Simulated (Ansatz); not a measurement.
Cost and result for the atomization energy of C₂HCl₂Si (`C#C[Si](Cl)Cl`) radical (6 atoms, 5 bonds).

The species carries charge 0 and has multiplicity 2. The geometry is a stationary point of PBE0-D4/def2-TZVP. Program: Ansatz. All runs use 4 threads of a server CPU on a shared host. Times are those of one run each, without the atoms' runs, and a repeat can differ threefold. Electronic energies, without spin–orbit coupling; frozen cores. CCSD(T)/CBS adds CCSD(T) − MP2 in def2-TZVPP to the MP2 limit, and its time is that of the two runs behind it. T1 = 0.019; ⟨S²⟩ of the reference is 0.80.

CCSD(T)/CBS is a level of theory with its own doubt, some kJ/mol a heavy atom from the limit and from the frozen cores, so smaller differences don't rank the functionals.

| level | functions | atomization (kcal/mol) | difference from CCSD(T)/CBS | per bond |
| --- | --- | --- | --- | --- |
| LDA (SPW92)/def2-TZVPP | 202 | 648.2 | 91.6 | 18.3 |
| PBE-D4/def2-TZVPP (with forces) | 202 | 580.5 | 23.9 | 4.8 |
| revPBE-D4/def2-TZVPP | 202 | 564.0 | 7.4 | 1.5 |
| B2PLYP/def2-TZVPP | 202 | 551.3 | -5.3 | -1.1 |
| r2SCAN-D4/def2-TZVPP (with forces) | 202 | 566.7 | 10.1 | 2.0 |
| MP2/def2-QZVPP | 354 | 573.8 | 17.2 | 3.4 |
| B97M-V/def2-TZVPP | 202 | 565.2 | 8.6 | 1.7 |
| CCSD(T)/CBS(def2) | – | 556.6 | 0.0 | 0.0 |
| CCSD(T)/def2-SVP | 87 | 515.5 | -41.1 | -8.2 |
| BLYP-D4/def2-TZVPP | 202 | 557.7 | 1.1 | 0.2 |
| ωB97X-V/def2-TZVPP | 202 | 557.4 | 0.8 | 0.2 |
| PBE-QIDH/def2-TZVPP | 202 | 560.5 | 3.9 | 0.8 |
| CCSD(T)/def2-TZVPP | 202 | 537.5 | -19.1 | -3.8 |

Task: Order the runs by time, with rough figures. (Best estimate.)

Result: Ansatz gave: LDA (SPW92)/def2-TZVPP 1.2 s; revPBE-D4/def2-TZVPP 2.1 s; PBE-D4/def2-TZVPP (with forces) 2.2 s; BLYP-D4/def2-TZVPP 2.3 s; r2SCAN-D4/def2-TZVPP (with forces) 4.6 s; B2PLYP/def2-TZVPP 4.7 s; CCSD(T)/def2-SVP 4.9 s; B97M-V/def2-TZVPP 7.5 s; PBE-QIDH/def2-TZVPP 7.5 s; ωB97X-V/def2-TZVPP 8 s; MP2/def2-QZVPP 29 s; CCSD(T)/def2-TZVPP 100 s; CCSD(T)/CBS(def2) 2.1 min.

The D4 term adds +7.9 kcal/mol with B3LYP and +4.1 kcal/mol with PBE0; it sums over pairs of atoms, weighted by their polarisabilities, and B3LYP, whose exchange is more repulsive, gets the larger term. From BLYP to BHLYP (50 % exact exchange), in def2-TZVPP and without D4, the atomization energy moves by −19.8 kcal/mol: exact exchange takes away binding that semilocal exchange gives to molecules. Leaving LDA and LC-ωPBE aside and taking each functional with its dispersion term where it has one, the values, not all of them listed here, spread over 46.3 kcal/mol, from BHLYP-D4 to PBE-D4. LDA lies +72.5 kcal/mol from PBE without D4, its usual overbinding.

B3LYP here is the variant with VWN-RPA as its local correlation; programs differ in this.
